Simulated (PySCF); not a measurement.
CH₁₃NSi₄, SMILES [Si@@H]([SiH2][SiH3])(C[SiH3])N. The structure is a stationary point at PBE-D3(BJ)/def2-SVP. The structure was generated by enumeration; whether it is a known compound was not checked. One conformer was computed; it need not be the lowest.

Problem. Give the equilibrium geometry at PBE-D3(BJ)/def2-SVP (PySCF confirms it by a frequency run) as bond lengths and angles. (An estimate is asked for; the answer gives what the named calculation found.)

Solution. One answer among several that fit: 
Atoms: N1 Si2 C3 Si4 Si5 Si6 H7 H8 H9 H10 H11 H12 H13 H14 H15 H16 H17 H18 H19. Bond lengths (Å): N1–Si2 1.758, N1–H7 1.025, N1–H8 1.024, Si2–C3 1.892, Si2–Si5 2.369, Si2–H9 1.507, C3–Si4 1.898, C3–H10 1.111, C3–H11 1.111, Si4–H12 1.503, Si4–H13 1.508, Si4–H14 1.504, Si5–Si6 2.353, Si5–H15 1.512, Si5–H16 1.510, Si6–H17 1.508, Si6–H18 1.506, Si6–H19 1.507. Bond angles (°): Si2–N1–H7 117.8, Si2–N1–H8 117.3, H7–N1–H8 109.2, N1–Si2–C3 108.0, N1–Si2–Si5 116.5, N1–Si2–H9 105.5, C3–Si2–Si5 108.3, C3–Si2–H9 110.2, Si5–Si2–H9 108.3, Si2–C3–Si4 112.5, Si2–C3–H10 108.7, Si2–C3–H11 110.5, Si4–C3–H10 109.6, Si4–C3–H11 108.9, H10–C3–H11 106.4, C3–Si4–H12 110.9, C3–Si4–H13 109.9, C3–Si4–H14 110.8, H12–Si4–H13 107.7, H12–Si4–H14 109.3, H13–Si4–H14 108.1, Si2–Si5–Si6 110.2, Si2–Si5–H15 109.2, Si2–Si5–H16 112.3, Si6–Si5–H15 108.2, Si6–Si5–H16 109.5, H15–Si5–H16 107.3, Si5–Si6–H17 109.3, Si5–Si6–H18 112.9, Si5–Si6–H19 109.9, H17–Si6–H18 108.3, H17–Si6–H19 107.9, H18–Si6–H19 108.4.
